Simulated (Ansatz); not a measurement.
Reaction (substitution at a C–Ga bond): `[GaH2][CH]1BO1` + HBr → `BrC1BO1` + `[GaH3]`

Computed with Ansatz on PBE0-D4/def2-TZVP structures; ΔE is electronic, products minus reactants. CBS: MP2 limit from def2 TZ/QZ plus the TZ coupled-cluster correction, frozen cores. DFT in def2-TZVPP. HSE06 is defined as in plane-wave codes. For Br, Ga outer-core shells are correlated without core-valence functions, which leaves a few kJ/mol of doubt a bond. Scalar relativity is left out up to krypton.

`[GaH2][CH]1BO1`:

Cartesian coordinates in Å:
```
Ga -0.159 0.153 1.508
C 0.543 -0.171 -0.285
B -0.311 -0.185 -1.543
O 0.347 0.940 -1.328
H -1.165 1.331 1.729
H 0.264 -0.821 2.662
H 1.533 -0.618 -0.389
H -1.052 -0.628 -2.354
```

HBr:

Z-matrix (Å, degrees):
```
Br
H 1 1.420
```

`BrC1BO1`:

Cartesian coordinates in Å:
```
Br -1.395 -1.637 0.315
C 0.154 -0.517 0.201
B 0.107 0.814 -0.497
O 0.016 0.797 0.835
H 1.033 -1.063 0.520
H 0.085 1.605 -1.373
```

`[GaH3]`:

Cartesian coordinates in Å:
```
Ga 0.001 0.000 0.000
H -0.746 0.862 1.077
H 1.002 0.683 -0.995
H -0.257 -1.545 -0.083
```

(1) Is it downhill or uphill in electronic energy at CCSD(T)/CBS, and by how much? (Estimate.)

(2) What do these levels give: PBE-D4, r2SCANh-D4, CAM-B3LYP-D4, B2PLYP, BLYP, r2SCAN, r2SCANh, HSE06, CCSD(T)/def2-SVP, SCS-MP2/def2-TZVPP, CCSD(T)/def2-TZVPP, CCSD/CBS(def2)? (Best estimate.)

Largest T1 diagnostic among the species: 0.016.

## Answers

(1) Ansatz gave: Uphill: ΔE = +53.6 kJ/mol.

(2) Ansatz gave: PBE-D4 44.4, r2SCANh-D4 47.0, CAM-B3LYP-D4 46.4, B2PLYP 47.1, BLYP 44.3, r2SCAN 46.8, r2SCANh 46.7, HSE06 44.3, CCSD(T)/def2-SVP 53.7, SCS-MP2/def2-TZVPP 47.9, CCSD(T)/def2-TZVPP 51.0, CCSD/CBS(def2) 53.4 kJ/mol.

In def2-TZVPP, CCSD(T) changes the Hartree–Fock value by +10.2 kJ/mol (the triples alone add +0.3 kJ/mol) and MP2 by +10.0 kJ/mol. Leaving LDA and LC-ωPBE aside and taking each functional with its dispersion term where it has one, the values, not all of them listed here, spread over 6.4 kJ/mol, from B97M-V to PBE-QIDH.
